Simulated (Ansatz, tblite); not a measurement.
Two members of one family (Same ligands, another metal), computed with Ansatz in the gas phase. The two geometries come from different levels. HOMO and LUMO are taken over both spins. Singlets are spin-restricted. The spins of the ions were chosen, not always searched. Names give formal oxidation states. A dash marks a value that wasn't run or was left out as unsound. The structures are stationary points that may keep the symmetry of their start. Remarks come from the PBE and PBE0 runs and from stability tests at other levels; not every state was tested. HOMO above LUMO (over both spins in singlets and doublets, within one spin in higher multiplets; at PBE or PBE0), or a gap under 0.15 eV within one spin, warns that the state may not be the lowest or that an electron is smeared out.

First: cis-[FeF2(H2O)4]+ (sextet, charge 1, PBE-D4/def2-SVP geometry; oxidised ion quintet, reduced ion quintet).

```
atom   x (Å)   y (Å)   z (Å)
 Fe1  -0.163  -0.231  -0.288
  F2  -1.103   0.361  -1.717
  O3   1.192  -0.205   1.400
  H4   2.005   0.339   1.363
  H5   1.482  -1.131   1.541
  F6   0.101  -2.029  -0.193
  O7  -0.286   1.815   0.356
  H8  -0.520   2.060   1.274
  H9  -0.873   2.324  -0.239
 O10  -1.964  -0.604   0.831
 H11  -1.987  -1.570   1.001
 H12  -2.760  -0.421   0.289
 O13   1.606  -0.066  -1.513
 H14   1.360   0.331  -2.376
 H15   1.910  -0.974  -1.729
```

```
              level  HOMO (eV)  LUMO (eV)  gap (eV)  vertical IE (eV)  vertical EA (eV)
    PBE-D4/def2-SVP     -10.54      -9.29      1.25                 –                 –
   PBE-D4/def2-TZVP     -10.93      -9.60      1.33                 –              5.69
r2SCAN-D4/def2-TZVP     -11.76      -9.32      2.44             14.96              5.61
   PBE0-D4/def2-SVP     -13.46      -8.00      5.46                 –                 –
  PBE0-D4/def2-TZVP     -13.71      -8.10      5.61             15.83              6.03
```

Metal–donor distances: 2 × F 1.81 to 1.82 Å, 4 × O 2.15 to 2.16 Å. The relaxed doublet lies at 0.06 eV (LDA (SPW92)/def2-TZVP) to 1.40 eV (HSE06-D4/def2-TZVP) from the sextet, nearly a tie at some levels. The relaxed quartet lies at 0.40 eV (LDA (SPW92)/def2-TZVP) to 1.10 eV (HSE06-D4/def2-TZVP) from the sextet. Remarks: gap within one spin near zero at PBE or PBE0 (+2 quintet), HOMO above LUMO (+2 quintet), lower spin may lie lower (+2 quintet), spin-contaminated (⟨S²⟩ up to 6.30) (+2 quintet).

Second: cis-[VF2(H2O)4]+ (triplet, charge 1, PBE0-D4/def2-SVP geometry; oxidised ion doublet, reduced ion quartet).

```xyz
15

V    -0.284    0.216   -0.262
F    -2.033   -0.017   -0.216
O     1.808    0.051    0.184
H     2.123    0.208    1.084
H     2.359    0.585   -0.407
F     0.213    1.398   -1.477
O    -0.183   -1.251    1.298
H     0.268   -2.087    1.112
H    -1.054   -1.483    1.652
O    -0.222   -1.329   -1.677
H     0.206   -1.107   -2.517
H    -1.136   -1.568   -1.901
O    -0.452    1.818    1.078
H    -1.339    1.925    1.455
H    -0.273    2.641    0.594
```

**Question.** Estimate the same table for the second.

**Answer.** 
```json
{"level": "PBE-D4/def2-SVP", "HOMO (eV)": "-7.96", "LUMO (eV)": "-7.25", "gap (eV)": "0.71", "vertical IE (eV)": "–", "vertical EA (eV)": "–"}
{"level": "PBE-D4/def2-TZVP", "HOMO (eV)": "-8.26", "LUMO (eV)": "-7.55", "gap (eV)": "0.71", "vertical IE (eV)": "12.18", "vertical EA (eV)": "4.09"}
{"level": "r2SCAN-D4/def2-TZVP", "HOMO (eV)": "-8.95", "LUMO (eV)": "-7.49", "gap (eV)": "1.47", "vertical IE (eV)": "12.66", "vertical EA (eV)": "3.99"}
{"level": "PBE0-D4/def2-SVP", "HOMO (eV)": "-10.82", "LUMO (eV)": "-6.18", "gap (eV)": "4.65", "vertical IE (eV)": "–", "vertical EA (eV)": "–"}
{"level": "PBE0-D4/def2-TZVP", "HOMO (eV)": "-10.94", "LUMO (eV)": "-6.27", "gap (eV)": "4.67", "vertical IE (eV)": "13.18", "vertical EA (eV)": "4.05"}
```

Metal–donor distances: 2 × F 1.76 to 1.77 Å, 4 × O 2.10 to 2.14 Å. Remarks: HOMO above LUMO (singlet), restricted SCF unstable (singlet).
